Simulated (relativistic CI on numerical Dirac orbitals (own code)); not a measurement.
# Slater and spin-orbit integrals, Ce

Method of calculation: Dirac-Coulomb-Breit CI, separate exchange-only KLI orbitals for each configuration, QED by a radiative potential, valence Slater integrals scaled by 0.85, P86 correlation energy added to each configuration (own radial code, finite nucleus).

Slater integrals F^k, G^k are unscaled and averaged over j, outside the closed core [Xe]; ζ comes from projecting the Hamiltonian with its Breit term on Σ l·s of the shell.

- 4f 5d 6s2: ζ(4f) = 617.56, F^2(4f,5d) = 22398, F^4(4f,5d) = 11334, G^1(4f,5d) = 13218, G^3(4f,5d) = 9727.1, G^5(4f,5d) = 7191.1, ζ(5d) = 440.98 cm⁻¹; <r>(4f) = 1.118, <r^2>(4f) = 1.68, <r>(5d) = 3.071, <r^2>(5d) = 11.59 (bohr units).
- 4f 5d2 6s: ζ(4f) = 625.88, F^2(5d,5d) = 30229, F^4(5d,5d) = 19349, F^2(4f,5d) = 20763, F^4(4f,5d) = 10436, G^1(4f,5d) = 12521, G^3(4f,5d) = 9047.3, G^5(4f,5d) = 6647.5, ζ(5d) = 341.04, G^3(4f,6s) = 2329.7, G^2(5d,6s) = 16422 cm⁻¹; <r>(4f) = 1.137, <r^2>(4f) = 1.768, <r>(5d) = 3.254, <r^2>(5d) = 13.13, <r>(6s) = 4.587, <r^2>(6s) = 23.94 (bohr units).
- 4f2 6s2: F^2(4f,4f) = 70515, F^4(4f,4f) = 43314, F^6(4f,4f) = 30915, ζ(4f) = 583.46 cm⁻¹; <r>(4f) = 1.375, <r^2>(4f) = 3.077 (bohr units).

Problem. Give the Racah parameters of the d shell in 4f 5d2 6s.

Solution. B = F²/49 − 5F⁴/441 = 398 cm⁻¹ and C = 35F⁴/441 = 1536 cm⁻¹; values fitted to spectra at such low charge are typically 15 to 30 % smaller.

In this model ζ of a weakly bound d, f or g electron outside closed shells comes out too small, for d by up to a factor of two or three and at times with the wrong sign; that of an outer p electron is too small as well.

Correlation outside the listed configurations is missing or only estimated: errors of thousands of cm⁻¹ between configurations and terms are usual at this charge. Rates and lifetimes follow the computed energies and can be off by large factors. The fine structure of a lone outer electron comes out too small, for d and f at times inverted, and misplaced configurations move strength between like terms.

Averages of the first 10 configurations, taken without configuration mixing, which lowers the lowest level and can move excited configurations by several eV; other configurations of the list can lie among them:

```
Configuration  Parity  States  Average energy above the lowest level (eV)
    4f 5d 6s2     odd     140                                         1.3
    4f 5d2 6s     odd    1260                                         1.7
      4f2 6s2    even      91                                         3.1
    4f 5d2 6p    even    3780                                         3.7
  4f 5d 6s 6p    even    1680                                         3.0
       4f 5d3     odd    1680                                         3.1
    4f 6s2 6p    even      84                                         3.3
       5d3 6s    even     240                                         4.5
  4f 5d 6s 6d     odd    2800                                         5.1
  4f 5d 6s 6f    even    3920                                         6.0
```
